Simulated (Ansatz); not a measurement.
`[SiH3][AsH][SiH3]` at its PBE0-D4/def2-TZVP geometry, where that method's forces vanish. Charge 0, multiplicity 1.

```tsv
atom	x (Å)	y (Å)	z (Å)
Si1	-1.122	0.889	0.965
As2	0.900	-0.314	1.151
Si3	1.113	-0.579	-1.185
H4	-0.790	2.250	0.468
H5	-1.740	1.003	2.311
H6	-2.095	0.259	0.034
H7	0.179	-1.647	1.311
H8	1.527	0.732	-1.750
H9	2.175	-1.581	-1.462
H10	-0.147	-1.013	-1.843
```

(1) For each bond, give half the difference of the two atoms' forces along it (eV/Å; positive pushes the atoms apart) under PBE-D4, r2SCAN-D4, B3LYP-D4, ωB97M-V in def2-TZVPP. (Estimate.)

## Answers

(1) Ansatz gave: 
```tsv
bond	length (Å)	PBE-D4	r2SCAN-D4	B3LYP-D4	ωB97M-V
Si1–As2	2.360	0.09	0.02	0.19	0.02
Si1–H4	1.486	0.09	-0.02	-0.08	-0.10
Si1–H5	1.486	0.09	-0.02	-0.11	-0.11
Si1–H6	1.487	0.06	-0.02	-0.09	-0.10
As2–Si3	2.360	0.09	0.02	0.19	0.02
As2–H7	1.524	0.23	-0.02	0.02	-0.10
Si3–H8	1.486	0.09	-0.02	-0.08	-0.10
Si3–H9	1.486	0.09	-0.02	-0.11	-0.11
Si3–H10	1.487	0.06	-0.02	-0.09	-0.10
```

B3LYP here is the variant with VWN-RPA as its local correlation; programs differ in this.
